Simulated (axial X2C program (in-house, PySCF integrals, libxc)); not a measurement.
# Which molecule has these constants?

Calculated with an in-house relativistic program for diatomic molecules, spin-free (one-electron X2C) or two-component (2c: spin–orbit coupling with atomic mean-field Coulomb and Gaunt terms, which also bring small scalar terms), in Dyall basis sets with cores contracted in-house; open shells are unrestricted.

A two-component PBE0 calculation in a Dyall 3-zeta basis gave Re = 2.647 Å, ωe = 330.5 cm⁻¹, De = 1.73 eV, Ω = 3/2.

Question: Which molecule is it?
A. KSi⁺
B. CaSi⁺
C. SiBr⁺
D. TiSi⁺
E. ScSi⁺

Answer: B. The others have ScSi⁺ 2.498 Å and 369.1 cm⁻¹ (Ω = 1); TiSi⁺ 2.418 Å and 362.2 cm⁻¹ (Ω = 1/2); KSi⁺ 3.597 Å and 101.7 cm⁻¹ (Ω = 2); SiBr⁺ 2.113 Å and 529.4 cm⁻¹ (Ω = 0).

Each entry is the lowest single determinant of a limited PBE0 search at one distance. De goes to single-determinant-based atoms at the same level (for ions the charge split of lowest energy) and is withheld (n/a) where an atom does not fit its ground term or J level. Main or longest-lived isotopes. One determinant is a doubtful description, or other states lie close, for CaSi⁺, ScSi⁺, TiSi⁺, KSi⁺; these need not be ground states, and all values refer to the states named. Some open-shell Ω = 0 determinants are out of reach, so the Ω given for ScSi⁺, KSi⁺ need not be the lowest component. With several unpaired electrons the Ω given is that of one determinant, not necessarily of the lowest component. Some light 2c atoms are not at their ground J level, so De misses part of their lowering (0.04 eV or less). The functionals have no current term, which raises determinants with orbital currents. Where the atoms have a lower orbital projection than the molecule, De at mean-field level may be about a tenth of an eV too small.
